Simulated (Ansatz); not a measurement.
`[NH2][Ga]([Br])[Br]` + HCl → `[Cl][Ga]([Br])[Br]` + NH₃ at 700 K and 1 bar (ligand exchange at a Ga–N bond).

Program: Ansatz. Geometries: PBE0-D4/def2-TZVP. ΔE: electronic, gas phase. CBS: MP2 limit from def2 TZ/QZ plus the TZ coupled-cluster correction, frozen cores. This one scheme is used for every species. For Br, Ga outer-core shells are correlated without core-valence functions, which leaves a few kJ/mol of doubt a bond. Scalar relativity is left out up to krypton. One conformer a species, not always the lowest.

```csv
species,CCSD(T)/CBS energy (Eh),H − E (kJ/mol),S (J/(mol·K))
`[NH2][Ga]([Br])[Br]`,-7126.62711,132.8,459.8
HCl,-460.38127,38.4,211.8
`[Cl][Ga]([Br])[Br]`,-7530.52317,59.1,426.4
NH₃,-56.50880,116.9,226.5
```

H − E and S are ideal-gas, rigid-rotor, harmonic terms from PBE0-D4/def2-TZVP, for one conformer and one mirror image of each species. 1 Eh = 2625.50 kJ/mol, R = 8.31446 J/(mol·K).

Problem. By hand: ΔE, ΔH, ΔS and ΔG.

Solution. ΔE = (-7530.52317) + (-56.50880) − (-7126.62711) − (-460.38127) = -0.02359 Eh = -61.9 kJ/mol. Δ(H − E) = 59.1 + 116.9 − 132.8 − 38.4 = 4.8, so ΔH = -57.1 kJ/mol. ΔS = 426.4 + 226.5 − 459.8 − 211.8 = -18.7 J/(mol·K). ΔG = -57.1 − 700 × (-18.7)/1000 = -44.0 kJ/mol.

Problem. By hand: the equilibrium constant, and the temperature at which ΔG would vanish if ΔH and ΔS stayed fixed.

Solution. log₁₀ K = −ΔG/(RT ln 10) = 3.3. ΔG = 0 at ΔH/ΔS = 3053 K, far beyond where these terms or the molecules hold.

ΔH outweighs TΔS. A doubt of 5 kJ/mol in ΔE shifts log₁₀ K by 0.4 here. Other conformers and mirror images would add mixing entropy, several J/(mol·K) or more a flexible species. Modes under 60 cm⁻¹, often nearly free rotors, make the harmonic entropy too high. These are equilibria of isolated gas molecules and say nothing of rates. Largest T1 diagnostic: 0.010 (customary marks: 0.02 for closed shells, 0.045 for open ones).
